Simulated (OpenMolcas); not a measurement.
**What dynamic correlation does to the levels of Ne VI**

```yaml
Program: OpenMolcas 26.06
Basis: ANO-R1 [3s2p1d]
Scalar_Hamiltonian: X2C, finite nucleus
Active_space: 3 electrons in 4 orbitals (2s 2p)
State_averaging: 2S+1 = 4 odd, 1 root; 2S+1 = 2 odd, 8 roots; 2S+1 = 4 even, 3 roots; 2S+1 = 2 even, 9 roots
Spin-orbit_coupling: RASSI with atomic mean-field integrals over the reference wave functions, term energies averaged over their components
```

Methods on the same reference wave functions:
A. CASSCF
B. SS-CASPT2, IPEA 0.25 Eh, imaginary shift 0.1 Eh (closed shells correlated: 1s)

Energies in cm-1 above 2s2 2p 2P* 1/2, the measured ground level; measured values from NIST levels in Podobedova, Fuhr, Reader and Wiese, J. Phys. Chem. Ref. Data 33, 525 (2004).

```json
{"Level": "2s2 2p 2P* 1/2", "A": "0.0", "B": "0.0", "Measured": "0.0"}
{"Level": "2s2 2p 2P* 3/2", "A": "1179", "B": "1179", "Measured": "1310"}
{"Level": "2s 2p2 4P 1/2", "A": "69432", "B": "73050", "Measured": ""}
{"Level": "2s 2p2 4P 3/2", "A": "69855", "B": "73470", "Measured": ""}
{"Level": "2s 2p2 4P 5/2", "A": "70547", "B": "74160", "Measured": ""}
{"Level": "2s 2p2 2D 3/2", "A": "153703", "B": "150890", "Measured": "179021"}
{"Level": "2s 2p2 2D 5/2", "A": "153711", "B": "150890", "Measured": "178992"}
{"Level": "2s 2p2 2S 1/2", "A": "203772", "B": "204200", "Measured": "230853"}
{"Level": "2s 2p2 2P 1/2", "A": "219703", "B": "213760", "Measured": "249292"}
{"Level": "2s 2p2 2P 3/2", "A": "220507", "B": "214540", "Measured": "250112"}
{"Level": "2p3 4S* 3/2", "A": "260413", "B": "262530", "Measured": ""}
```

Deviations, from unrounded energies. A percentage is the sum of absolute deviations over the sum of measured energies, with the sign that they share, or ± where signs differ.

```tsv
Against measurement	Levels	A	B
mean absolute deviation (cm-1)	6	23000	26000
fine structure of the ground term (%)	1	-10.0	-10.0
other configurations (%)	5	-12.6	-14.1
```

A lies closest to measurement on these levels. The largest miss of A in the table is 2s 2p2 2P 3/2, by -30000 cm-1. The ranking rests on the paired levels alone, and a cruder setting can come out closer through cancelling errors.

The lowest spin-free term lies below A's lowest term by 0.027 hartree in B.

The basis is small and was not contracted for so high a charge. Measured partners are found by configuration, term and J. A level has none where our copy of the source lacks it or the pairing is in doubt (some pairs that miss far off the trend of their configuration count as doubtful), and it then counts in no deviation. Levels of configurations outside the active space are missing. The table leaves out levels that lie high or whose names do not pair safely across all columns.

* marks odd parity.
